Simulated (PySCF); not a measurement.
C3HBr2Cl, SMILES ClC=C=C(Br)Br.

The structure is a stationary point at PBE0-D3(BJ)/def2-SVP. This is a generated structure with no PubChem entry under its InChIKey; it may be hypothetical.

These are TDDFT-ωB97X/def2-SVPD (PySCF 2.14.0) values and carry that method's errors.

Vertical excitations. Gas-phase values at a fixed geometry. State labels are in the subgroup Cs.

| state | symmetry | energy (eV) | λ (nm) | f | main pairs |
|---|---|---|---|---|---|
| S1 | A" | 4.70 | 264 | 0.000 | HOMO→LUMO 91 % |
| S2 | A" | 5.21 | 238 | 0.000 | HOMO−1→LUMO+1 89 % |
| S3 | A' | 5.41 | 229 | 0.000 | HOMO→LUMO+2 84 % |
| S4 | A' | 5.85 | 212 | 0.005 | HOMO−1→LUMO 53 %, HOMO→LUMO+1 36 % |
| S5 | A" | 5.94 | 209 | 0.004 | HOMO−2→LUMO+2 45 %, HOMO−1→LUMO+2 32 %, HOMO−4→LUMO 14 % |
| S6 | A' | 6.25 | 198 | 0.195 | HOMO−2→LUMO 39 %, HOMO→LUMO+1 35 %, HOMO−4→LUMO+2 15 % |
| S7 | A" | 6.50 | 191 | 0.000 | HOMO−3→LUMO+2 81 % |
| S8 | A' | 6.56 | 189 | 1.009 | HOMO−1→LUMO 36 %, HOMO−2→LUMO 31 %, HOMO→LUMO+1 23 % |
| S9 | A" | 6.73 | 184 | 0.000 | HOMO−2→LUMO+1 89 % |
| S10 | A' | 6.99 | 177 | 0.003 | HOMO−3→LUMO 84 % |
| T1 | A' | 3.87 | 320 | 0 | HOMO−1→LUMO 50 %, HOMO→LUMO+1 30 % |
| T2 | A' | 4.09 | 303 | 0 | HOMO→LUMO+1 54 %, HOMO−1→LUMO 30 % |
| T3 | A" | 4.34 | 286 | 0 | HOMO→LUMO 88 % |
| T4 | A" | 4.87 | 255 | 0 | HOMO−1→LUMO+1 87 % |
Triplets are in the Tamm–Dancoff approximation, which puts them higher than full response would, so one can lie above its singlet here.
